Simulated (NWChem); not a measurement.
System: BH2, doublet; SMILES [BH2]

NWChem input:

```
start job
memory heap 200 mb stack 900 mb global 1100 mb
geometry units angstroms noautosym nocenter noautoz
  B      0.000000     0.000000     0.157040
  H      1.071653     0.000000    -0.367105
  H     -1.071653     0.000000    -0.367105
end
basis spherical
  * library 6-31g*
end
dft
  odft
  mult 2
  xc b3lyp
  iterations 150
end
property
  efieldgrad
end
task dft property
```

Output (shortened):

```
             Northwest Computational Chemistry Package (NWChem) 7.3.0
             --------------------------------------------------------

                             Geometry "geometry" -> ""
                             -------------------------

 Output coordinates in angstroms (scale by  1.889725989 to convert to a.u.)

  No.       Tag          Charge          X              Y              Z
 ---- ---------------- ---------- -------------- -------------- --------------
    1 B                    5.0000     0.00000000     0.00000000     0.15704000
    2 H                    1.0000     1.07165300     0.00000000    -0.36710500
    3 H                    1.0000    -1.07165300     0.00000000    -0.36710500

 Effective nuclear repulsion energy (a.u.)       4.6827089243

                              NWChem Property Module
                              ----------------------

  itol2e modified to match energy
  convergence criterion.

                                 NWChem DFT Module
                                 -----------------

 Summary of "ao basis" -> "ao basis" (spherical)
 ------------------------------------------------------------------------------
       Tag                 Description            Shells   Functions and Types
 ---------------- ------------------------------  ------  ---------------------
 B                           6-31g*                  6       14   3s2p1d
 H                           6-31g*                  2        2   2s

  itol2e modified to match energy
  convergence criterion.

            General Information
            -------------------
          SCF calculation type: DFT
          Wavefunction type:  spin polarized.
          No. of atoms     :     3
          No. of electrons :     7
           Alpha electrons :     4
            Beta electrons :     3
          Charge           :     0
          Spin multiplicity:     2
          Use of symmetry is: off; symmetry adaption is: off
          Maximum number of iterations: 150
          AO basis - number of functions:    18
                     number of shells:    10
          Convergence on energy requested:  1.00D-07
          Convergence on density requested:  1.00D-05
          Convergence on gradient requested:  5.00D-04

              XC Information
              --------------
                         B3LYP Method XC Potential
                     Hartree-Fock (Exact) Exchange  0.200
                        Slater Exchange Functional  0.800 local
                    Becke 1988 Exchange Functional  0.720 non-local
              Lee-Yang-Parr Correlation Functional  0.810
                  VWN I RPA Correlation Functional  0.190 local

             Grid Information
             ----------------
          Grid used for XC integration:  fine
          Radial quadrature: Mura-Knowles
          Angular quadrature: Lebedev.
          Tag              B.-S. Rad. Rad. Pts. Rad. Cut. Ang. Pts.
          ---              ---------- --------- --------- ---------
          B                   0.85       70           6.0       590
          H                   0.35       60           7.0       590
          Grid pruning is: on
          Number of quadrature shells:   190
          Spatial weights used:  Erf1

      Superposition of Atomic Density Guess
      -------------------------------------

 Sum of atomic energies:         -25.52255357

      Non-variational initial energy
      ------------------------------

 Total energy =     -25.596534
 1-e energy   =     -42.464229
 2-e energy   =      12.184986
 HOMO         =      -0.072873
 LUMO         =      -0.008170

   convergence    iter        energy       DeltaE   RMS-Dens  Diis-err
 ---------------- ----- ----------------- --------- --------- ---------
 d= 0,ls=0.0,diis     1    -25.9118910213 -3.06D+01  1.75D-02  2.33D-02
                                                     8.01D-03  1.70D-02
 d= 0,ls=0.0,diis     2    -25.9316467309 -1.98D-02  3.46D-03  2.77D-03
                                                     3.31D-03  3.08D-03
 d= 0,ls=0.0,diis     3    -25.9339686818 -2.32D-03  1.51D-03  3.14D-04
                                                     4.36D-04  9.98D-05
 d= 0,ls=0.0,diis     4    -25.9341662324 -1.98D-04  1.99D-04  6.26D-07
                                                     1.89D-04  8.26D-06
 d= 0,ls=0.0,diis     5    -25.9341732893 -7.06D-06  8.20D-05  5.80D-07
                                                     4.26D-05  1.69D-07
 d= 0,ls=0.0,diis     6    -25.9341738337 -5.44D-07  1.00D-05  1.22D-08
                                                     1.13D-05  1.49D-08
 d= 0,ls=0.0,diis     7    -25.9341738513 -1.76D-08  1.82D-06  1.57D-10
                                                     1.47D-06  3.39D-10

         Total DFT energy =      -25.934173851276
      One electron energy =      -42.974968394491
           Coulomb energy =       17.105123148853
    Exchange-Corr. energy =       -4.747037529947
 Nuclear repulsion energy =        4.682708924309

 Numeric. integr. density =        7.000000166067

                    DFT Final Alpha Molecular Orbital Analysis
                    ------------------------------------------

 Vector    2  Occ=1.000000D+00  E=-5.031828D-01
              MO Center=  4.3D-11,  1.0D-11, -1.4D-01, r^2= 1.3D+00
   Bfn.  Coefficient  Atom+Function         Bfn.  Coefficient  Atom+Function
  ----- ------------  ---------------      ----- ------------  ---------------
     2      0.350478  1 B  s                  6      0.338300  1 B  s
     1     -0.200738  1 B  s                 15      0.190780  2 H  s
    17      0.190780  3 H  s                 16      0.126407  2 H  s
    18      0.126407  3 H  s                  5     -0.087252  1 B  pz

 Vector    3  Occ=1.000000D+00  E=-3.723926D-01
              MO Center= -4.3D-11, -4.0D-12, -1.5D-01, r^2= 1.5D+00
   Bfn.  Coefficient  Atom+Function         Bfn.  Coefficient  Atom+Function
  ----- ------------  ---------------      ----- ------------  ---------------
     3      0.425467  1 B  px                16      0.246704  2 H  s
    18     -0.246704  3 H  s                 15      0.244097  2 H  s
    17     -0.244097  3 H  s                  7      0.108964  1 B  px
    13      0.028402  1 B  d  1

 Vector    4  Occ=1.000000D+00  E=-2.067261D-01
              MO Center=  4.5D-12,  3.0D-10,  4.9D-01, r^2= 1.4D+00
   Bfn.  Coefficient  Atom+Function         Bfn.  Coefficient  Atom+Function
  ----- ------------  ---------------      ----- ------------  ---------------
     5      0.521505  1 B  pz                 6      0.421837  1 B  s
     9      0.404947  1 B  pz                16     -0.139484  2 H  s
    18     -0.139484  3 H  s                  2      0.134936  1 B  s
    15     -0.097709  2 H  s                 17     -0.097709  3 H  s
     1     -0.084036  1 B  s

 Vector    5  Occ=0.000000D+00  E=-7.533933D-02
              MO Center= -4.0D-13, -2.8D-10,  1.6D-01, r^2= 1.7D+00
   Bfn.  Coefficient  Atom+Function         Bfn.  Coefficient  Atom+Function
  ----- ------------  ---------------      ----- ------------  ---------------
     8      0.601980  1 B  py                 4      0.506940  1 B  py

 Vector    6  Occ=0.000000D+00  E= 1.496911D-01
              MO Center=  1.3D-10, -1.7D-11, -3.5D-01, r^2= 3.0D+00
   Bfn.  Coefficient  Atom+Function         Bfn.  Coefficient  Atom+Function
  ----- ------------  ---------------      ----- ------------  ---------------
     6      2.053387  1 B  s                 16     -1.471832  2 H  s
    18     -1.471832  3 H  s                  9     -0.858672  1 B  pz
     5     -0.209938  1 B  pz                 2      0.193085  1 B  s
     1     -0.135245  1 B  s                 15     -0.120663  2 H  s
    17     -0.120663  3 H  s

 Vector    7  Occ=0.000000D+00  E= 1.930588D-01
              MO Center= -1.8D-10,  2.6D-13,  5.7D-02, r^2= 3.2D+00
   Bfn.  Coefficient  Atom+Function         Bfn.  Coefficient  Atom+Function
  ----- ------------  ---------------      ----- ------------  ---------------
     7      1.955352  1 B  px                16     -1.802422  2 H  s
    18      1.802422  3 H  s                  3      0.395598  1 B  px
    15     -0.079750  2 H  s                 17      0.079750  3 H  s
    13     -0.033050  1 B  d  1

                     DFT Final Beta Molecular Orbital Analysis
                     -----------------------------------------

 Vector    1  Occ=1.000000D+00  E=-6.776503D+00
              MO Center= -4.8D-15, -2.4D-13,  1.6D-01, r^2= 4.1D-02
   Bfn.  Coefficient  Atom+Function         Bfn.  Coefficient  Atom+Function
  ----- ------------  ---------------      ----- ------------  ---------------
     1      0.994923  1 B  s                  2      0.034009  1 B  s

 Vector    2  Occ=1.000000D+00  E=-4.793440D-01
              MO Center=  3.9D-11, -5.2D-11, -2.1D-01, r^2= 1.3D+00
   Bfn.  Coefficient  Atom+Function         Bfn.  Coefficient  Atom+Function
  ----- ------------  ---------------      ----- ------------  ---------------
     2      0.324017  1 B  s                  6      0.295655  1 B  s
    15      0.200006  2 H  s                 17      0.200006  3 H  s
     1     -0.190761  1 B  s                 16      0.149985  2 H  s
    18      0.149985  3 H  s                  5     -0.135964  1 B  pz
    14      0.025935  1 B  d  2               9     -0.025363  1 B  pz

 Vector    3  Occ=1.000000D+00  E=-3.631947D-01
              MO Center= -4.2D-11, -1.0D-11, -1.6D-01, r^2= 1.5D+00
   Bfn.  Coefficient  Atom+Function         Bfn.  Coefficient  Atom+Function
  ----- ------------  ---------------      ----- ------------  ---------------
     3      0.415207  1 B  px                16      0.261550  2 H  s
    18     -0.261550  3 H  s                 15      0.245313  2 H  s
    17     -0.245313  3 H  s                  7      0.097007  1 B  px
    13      0.036333  1 B  d  1

 Vector    4  Occ=0.000000D+00  E=-5.472732D-02
              MO Center= -5.8D-13, -3.4D-09,  1.4D-01, r^2= 1.7D+00
   Bfn.  Coefficient  Atom+Function         Bfn.  Coefficient  Atom+Function
  ----- ------------  ---------------      ----- ------------  ---------------
     8      0.617850  1 B  py                 4      0.490017  1 B  py

 Vector    5  Occ=0.000000D+00  E=-4.697670D-02
              MO Center=  2.6D-12,  3.4D-09,  5.7D-01, r^2= 1.6D+00
   Bfn.  Coefficient  Atom+Function         Bfn.  Coefficient  Atom+Function
  ----- ------------  ---------------      ----- ------------  ---------------
     6      0.520755  1 B  s                  9      0.496154  1 B  pz
     5      0.407332  1 B  pz                16     -0.141903  2 H  s
    18     -0.141903  3 H  s                  2      0.105234  1 B  s
     1     -0.097399  1 B  s                 15     -0.086414  2 H  s
    17     -0.086414  3 H  s                 12     -0.029425  1 B  d  0

 Vector    6  Occ=0.000000D+00  E= 1.574689D-01
              MO Center=  7.2D-11,  1.2D-11, -3.6D-01, r^2= 3.0D+00
   Bfn.  Coefficient  Atom+Function         Bfn.  Coefficient  Atom+Function
  ----- ------------  ---------------      ----- ------------  ---------------
     6      2.087444  1 B  s                 16     -1.485135  2 H  s
    18     -1.485135  3 H  s                  9     -0.865770  1 B  pz
     5     -0.212488  1 B  pz                 2      0.181874  1 B  s
     1     -0.137046  1 B  s                 15     -0.112520  2 H  s
    17     -0.112520  3 H  s

   alpha - beta orbital overlaps
   -----------------------------

   alpha      1      2      3      4      5      6      7      8      9     10
    beta      1      2      3      5      4      6      7      8      9     10
 overlap   1.000  0.996  1.000  0.992  1.000  1.000  0.999  1.000  0.911  1.000

   alpha     11     12     13     14     15     16     17     18
    beta     11     12     13     14     15     16     17     18
 overlap   0.911  0.999  0.999  1.000  0.999  0.997  0.999  0.999

     --------------------------
     Expectation value of S2:
     --------------------------
      <S2> =      0.7509 (Exact =     0.7500)

     Multipole analysis of the density
     ---------------------------------

     L   x y z        total         alpha         beta         nuclear
     -   - - -        -----         -----         ----         -------
     0   0 0 0     -0.000000     -4.000000     -3.000000      7.000000

     1   1 0 0     -0.000000     -0.000000      0.000000      0.000000
     1   0 1 0     -0.000000     -0.000000      0.000000      0.000000
     1   0 0 1     -0.144217     -0.657904      0.417330      0.096357

[...]

          -----------------------
          Electric field gradient
          -----------------------

 1 a.u. = 0.324123 10**(16) esu/cm**3  ( or statvolts/cm**2 ) = 0.97174 10**(22) v/m**2

 ------------------------------------------------------------
   Atom      X         Y         Z
 ------------------------------------------------------------
    1 B    0.00000   0.00000   0.29676
 ------------------------------------------------------------

 Electric field gradient in molecular frame (a.u.)
         XX             YY             ZZ             XY             XZ             YZ
 ------------------------------------------------------------------------------------------
        0.368731      -0.566644       0.197913      -0.000000       0.000000       0.000000

 Principal components (a.u.) and orientation
 of principal axis w.r.t. absolute frame                      Asymmetry parameter eta
 --------------------------------------------------------------------------------------
       -0.566644       0.368731       0.197913                       0.301454

        0.000000       1.000000      -0.000000
        1.000000      -0.000000       0.000000
       -0.000000       0.000000       1.000000

 ------------------------------------------------------------
   Atom      X         Y         Z
 ------------------------------------------------------------
    2 H    2.02513   0.00000  -0.69373
 ------------------------------------------------------------

 Electric field gradient in molecular frame (a.u.)
         XX             YY             ZZ             XY             XZ             YZ
 ------------------------------------------------------------------------------------------
       -0.151243       0.088020       0.063223       0.000000       0.129161       0.000000

 Principal components (a.u.) and orientation
 of principal axis w.r.t. absolute frame                      Asymmetry parameter eta
 --------------------------------------------------------------------------------------
       -0.211884       0.123863       0.088020                       0.169163

        0.905200       0.424986      -0.000000
       -0.000000       0.000000       1.000000
       -0.424986       0.905200      -0.000000

 ------------------------------------------------------------
   Atom      X         Y         Z
 ------------------------------------------------------------
    3 H   -2.02513   0.00000  -0.69373
 ------------------------------------------------------------

 Electric field gradient in molecular frame (a.u.)
         XX             YY             ZZ             XY             XZ             YZ
 ------------------------------------------------------------------------------------------
       -0.151243       0.088020       0.063223      -0.000000      -0.129161       0.000000

 Principal components (a.u.) and orientation
 of principal axis w.r.t. absolute frame                      Asymmetry parameter eta
 --------------------------------------------------------------------------------------
       -0.211884       0.123863       0.088020                       0.169163

        0.905200      -0.424986       0.000000
        0.000000       0.000000       1.000000
        0.424986       0.905200      -0.000000
```

Level: B3LYP/6-31G* (spherical d), spin-unrestricted. In the optimisation the excess spin sits in a1 (C2v, its own frame). Structure relaxed at the B3LYP/6-31G* (spherical d), spin-unrestricted level. No stability test was run on the SCF state. NWChem prints the field gradient with the sign opposite to the second derivative of the potential.
